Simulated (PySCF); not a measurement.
Method: B3LYP-D3(BJ)/def2-TZVP run with PySCF. Isolated molecules, 0 K electronic values unless said otherwise. B3LYP has the VWN-RPA correlation part, as in Gaussian. Delta-SCF ions had no search for a lower state. 

Reference species (SMILES): `B` (neutral, multiplicity 1).

| Property | Value |
|---|---|
| vertical ionisation energy (Delta-SCF) | 13.14 eV |
| HOMO | -9.75 eV |

Changed species: `BO` (2 of 3 OH replaced by H; the reference has 3 of 3 OH replaced by H).

**Question.** What does the change do to the vertical ionisation energy (Delta-SCF) and HOMO?

**Answer.** the vertical ionisation energy (Delta-SCF) falls by 1.33 eV, to 11.81 eV; the HOMO goes up by 1.06 eV, to -8.69 eV.
